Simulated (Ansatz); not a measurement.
Cost and result up the ladder for AgSe2 (3 atoms). The state is a doublet with charge 0. Geometry: B3LYP-D4/def2-TZVP.

```tsv
atom	x (Å)	y (Å)	z (Å)
Ag1	-0.0416	0.6911	1.3966
Se2	0.2560	0.6943	-1.2058
Se3	-0.2145	-1.3854	-0.1908
```

Ansatz on 4 threads of Arm Neoverse V2 on a shared host. Times are rough, and most runs start from the orbitals of an earlier one. PBE0-D4/def2-TZVP serves as the yardstick here, not as an exact answer. Differences are given only for rows in sets of like size (and for xTB, whose basis is part of the method), since another set adds its own error. Binding counts from free atoms at the same level (Ag doublet, Se triplet; other spins of the atoms weren't run), without zero-point energy or a counterpoise term.

In the def2 sets Ag takes a core potential; there is no spin–orbit coupling. LC-ωPBE has ω = 0.4 bohr⁻¹. Correlated methods freeze 18 core orbitals; core or outer-core shells of Ag, Se are correlated, in sets that lack core-valence functions. The rows differ in basis, and correlated rows in double-zeta sets carry the largest basis error. No other spin state of charge 0 was run. Another isomer (doublet) lies 0.09 eV lower at PBE0-D4/def2-TZVP; other spin states weren't run for this one.

Correlated methods converge slowly with the basis, most of all in double-zeta sets.

```tsv
level	functions	binding energy per atom (eV)	difference from PBE0-D4/def2-TZVP (eV)
LC-ωPBE/def2-TZVP	136	1.49	-0.16
CCSD(T)/def2-SVP	95	1.40	–
PBE-D4/def2-TZVP (with forces)	136	1.79	0.13
PBE0-D4/def2-TZVP	136	1.65	0.00
r2SCAN-D4/def2-TZVP	136	1.70	0.05
B2PLYP/def2-TZVP	136	1.56	-0.09
```

**Question.** Estimate how long each takes.

**Answer.** PBE-D4/def2-TZVP (with forces) 2.7 s; PBE0-D4/def2-TZVP 6.5 s; r2SCAN-D4/def2-TZVP 7 s; B2PLYP/def2-TZVP 7 s; LC-ωPBE/def2-TZVP 7.5 s; CCSD(T)/def2-SVP 11 s. On shared hardware such times vary by a factor of up to 3.
